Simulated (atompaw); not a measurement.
# Which change was made? (P, PAW (atompaw))

phosphorus (P), PAW, made with atompaw 4.2.0.5 (PBEsol, scalar-relativistic). Core [Ne], reference 3s2 3p1 (charge +2). Waves: 3s (bound); 3s channel at -1.35 Ry; 3p (bound); 3p channel at 2.5 Ry. Local part: bessel scheme, radius 1.45 bohr. Core correction: smooth core density matched at 1.50 bohr. Augmentation charge: besselshape compensation charge, radius 1.65 bohr; PAW radius 1.95 bohr; waves and projectors: bloechl.

Cutoffs, loose and tight: the cutoffs (Ry, on a coarse ladder) from which the occupation-weighted sum of valence levels, in a spherical-Bessel basis at the reference potential, stays within 10 and 1 mRy of its value at 400 Ry. They see the waves, projectors and local potential, not the compensation charge or the core.

The base gives: outcome: generated; cutoff, loose: 10 Ry; cutoff, tight: 18 Ry; bound ghosts: none.

**Question.** After one change the result is: outcome: generated; cutoff, loose: 12 Ry; cutoff, tight: 18 Ry; bound ghosts: none. Which change was it?
A. local potential ultrasoft scheme with l = 2 at 0 Ry, radius 1.45 bohr
B. waves 3s (bound): rc 1.75 bohr; 3s channel at -1.35 Ry: rc 1.95 bohr; 3p (bound): rc 1.95 bohr; 3p channel at 2.5 Ry: rc 1.95 bohr; augmentation besselshape compensation charge, radius 1.65 bohr; PAW radius 1.95 bohr; waves and projectors: custom rrkj gramschmidtortho
C. local potential vpsmatchnc scheme with l = 2 at 0 Ry, radius 1.45 bohr
D. all radii scaled by about 0.75 (s 1.30, p 1.46 bohr); local potential bessel scheme, radius 1.08 bohr; augmentation besselshape compensation charge, radius 1.24 bohr; PAW radius 1.46 bohr; waves and projectors: bloechl; core correction smooth core density matched at 1.12 bohr

**Answer.** B. The others give: local potential vpsmatchnc scheme with l = 2 at 0 Ry, radius 1.45 bohr → outcome: generated, no UPF (negative core plus compensation charge); cutoff, loose: 55 Ry; cutoff, tight: 120 Ry; bound ghosts: s | local potential ultrasoft scheme with l = 2 at 0 Ry, radius 1.45 bohr → outcome: generated; cutoff, loose: 18 Ry; cutoff, tight: 30 Ry; bound ghosts: s | all radii scaled by about 0.75 (s 1.30, p 1.46 bohr); local potential bessel scheme, radius 1.08 bohr; augmentation besselshape compensation charge, radius 1.24 bohr; PAW radius 1.46 bohr; waves and projectors: bloechl; core correction smooth core density matched at 1.12 bohr → outcome: failed: atompaw: The overlap operator has at least one negative eigenvalue!.
